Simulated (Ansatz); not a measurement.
A set of 12 reactions (redistribution), with CCSD(T)/CBS values in kJ/mol:

```tsv
reaction	ΔE
`[OH][Hf]([Cl])([Cl])[Cl]` + `C[Si]N(C)C` → `[CH3][Hf]([Cl])([Cl])[Cl]` + `CN(C)[Si]O`	44.4
`N[SiH2]F` + `N[Si](F)(F)[SiH3]` → `N[SiH2][Si](N)(F)F` + `F[SiH3]`	34.8
`S[SiH2][SiH2]CCl` + `[Cl][SnH3]` → `S[SiH2]Cl` + `ClC[SiH2][SnH3]`	-38.8
`OB[SiH2][AlH2]` + `CBCC` → `CB[CH2][AlH2]` + `C[SiH2]BO`	-67.4
`[GeH3][GeH2][GeH2][GeH2][GeH3]` + `[GeH3][S][GeH3]` → `[GeH3][GeH2][GeH2][GeH2][GeH2][GeH3]` + `[SH][GeH3]`	9.0
`C#C[O][Zn][CH3]` + `F[SiH2]C(F)S` → `[CH3][Zn][CH](F)S` + `C#CO[SiH2]F`	-9.4
`C[SiH](O)C=O` + `O[SiH2]C(F)F` → `O=C[SiH](O)O` + `C[SiH2]C(F)F`	-14.4
`[CH3][Cd][CH3]` + `NB(N)O[SiH3]` → `[CH3][Cd][NH2]` + `CB(N)O[SiH3]`	60.1
`C[Si](S)(Cl)Cl` + `C[Si](C)(O)Cl` → `C[Si](C)(Cl)Cl` + `C[Si](O)(S)Cl`	-10.1
`[SiH3]O[Si]O[SiH3]` + `[F][InH][Cl]` → `[SiH]O[SiH3]` + `[F][In]([Cl])[O][SiH3]`	151.3
`C[SiH](N)[SiH2]O` + `NC[O][GeH3]` → `O[SiH2][O][GeH3]` + `C[SiH](N)CN`	-191.5
`C[O][V](=[O])([OH])[OH]` + `[CH3][Zn][F]` → `[CH3][V](=[O])([OH])[OH]` + `C[O][Zn][F]`	120.9
```

Calculated with Ansatz (gas phase, PBE0-D4/def2-TZVP geometries, no zero-point term in ΔE). CCSD(T)/CBS adds triple-zeta CCSD(T) − MP2 to the extrapolated MP2 energy (def2 sets, frozen cores). This one scheme is used for every species. DFT in def2-TZVPP. B3LYP here is the variant with VWN-RPA as its local correlation; programs differ in this. Elements past krypton have def2 core potentials. For Cd, Ge, Hf, In, Sn, V, Zn outer-core shells are correlated without core-valence functions, which leaves a few kJ/mol of doubt a bond. Scalar relativity is left out up to krypton. Each species was taken in one conformer, which may not be the lowest.

(1) Give the mean, mean absolute and largest difference (level minus CCSD(T)/CBS, kJ/mol) for: PBE-D4, r2SCAN-D4, B3LYP-D4, B2PLYP, PBE, r2SCAN, PBE0, MP2/def2-TZVPP, SCS-MP2/def2-TZVPP, CCSD/def2-TZVPP, CCSD(T)/def2-TZVPP, HF/def2-QZVPP, MP2/def2-QZVPP, HF/CBS(def2). (Best estimate.)

The largest T1 diagnostic in the set is 0.031, for `[CH3][V](=[O])([OH])[OH]` (customary mark 0.02).

CCSD(T)/CBS is a level of theory with its own doubt, and the functionals carry their triple-zeta basis error, so these figures describe this set and don't rank the functionals.

Results:

(1) Computed: 
```tsv
level	mean	mean absolute	largest
PBE-D4	7.2	8.2	35.7
r2SCAN-D4	5.2	5.4	20.7
B3LYP-D4	3.7	4.5	13.4
B2PLYP	3.1	3.4	18.0
PBE	7.7	8.1	36.5
r2SCAN	5.3	5.6	20.4
PBE0	6.2	6.3	22.8
MP2/def2-TZVPP	0.4	4.7	21.5
SCS-MP2/def2-TZVPP	0.0	2.5	7.7
CCSD/def2-TZVPP	-0.1	1.9	-9.3
CCSD(T)/def2-TZVPP	1.1	1.5	3.8
HF/def2-QZVPP	0.8	9.2	-29.2
MP2/def2-QZVPP	-0.4	4.8	17.6
HF/CBS(def2)	0.7	9.4	-29.8
```
